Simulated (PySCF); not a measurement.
An unknown shows these calculated signals:

1H NMR (500 MHz, computed): δ 3.86 (s, 3H), 2.24 (d, 2H), 1.56 (t, 1H), 1.18 (s, 6H).

13C{1H} NMR (computed): δ 88.3 (C), 78.7 (CH), 34.1 (CH2), 28.4 (CH3), 23.6 (C).

Theoretical values (PySCF 2.14): structure optimised with GFN2-xTB, PBE0/pcSseg-1 with gauge-including orbitals. One computed conformer, relativity neglected, gas phase, one averaged value for each set of equivalent atoms.

Scale: 1H (σref 31.72), 13C (σref 186.93) against TMS (reference shieldings calculated alike).

Task: Which of these does the molecule contain: an N-methyl group, a Si–H bond, a heteroaromatic ring, a carboxylic acid, a C≡C triple bond?

Result: 
- An N-methyl group: no.
- A Si–H bond: yes (δH 3.86 (s)).
- A heteroaromatic ring: no.
- A carboxylic acid: no.
- A C≡C triple bond: yes (δC 78.7, 88.3; δH 1.56 (t)).

The data belong to `C#CCC(C)(C)[SiH3]`, C$_{6}$H$_{12}$Si; they needn't prove each group on their own.

Carbon signals by region: 2 at 50–100 ppm, 3 below 50 ppm.

Shifts are as computed. Against solution values, carbons near 30 ppm lie about +3 ppm off and those near 130 ppm about +5 ppm. Of 1211 compounds with measured shifts, 218 miss one by over three times the rms of a fit or turn the order of signals round; such compounds aren't used in these exercises. Multiplicities follow the n + 1 count of equivalent neighbours, as no J values were calculated; m marks all less simple cases, F and P coupling included.
